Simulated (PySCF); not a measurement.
Au(Cl)(CO) (CAuClO), SMILES [O+]#[C-]->[Au][Cl], multiplicity 1.

The structure is a stationary point at PBE-D3(BJ)/def2-SVP. The spin state was assumed, not searched. The isomer is the one that the SMILES or the coordinates give; other isomers of the formula were not compared. The def2 effective core potentials stand for the cores of Au; spin–orbit coupling is left out.

These are PySCF with PBE-D3(BJ)/def2-SVP values and carry that method's errors.

Frequencies are harmonic and unscaled.

Modes within 1.5 cm⁻¹ of each other (mostly degenerate sets) share a row, with their intensities summed.

Computed vibrational spectrum:
```csv
mode,ν (cm⁻¹),IR (km/mol),moving atoms (share of kinetic energy)
1–2,80,1.3,"O 40 %, Cl 38 %, Au 21 %"
3,374,25.5,"Cl 86 %, Au 10 %"
4–5,425,9.1,"C 83 %, O 13 %"
6,470,2.8,"O 52 %, C 33 %, Au 15 %"
7,2131,616.5,"C 61 %, O 39 %"
```
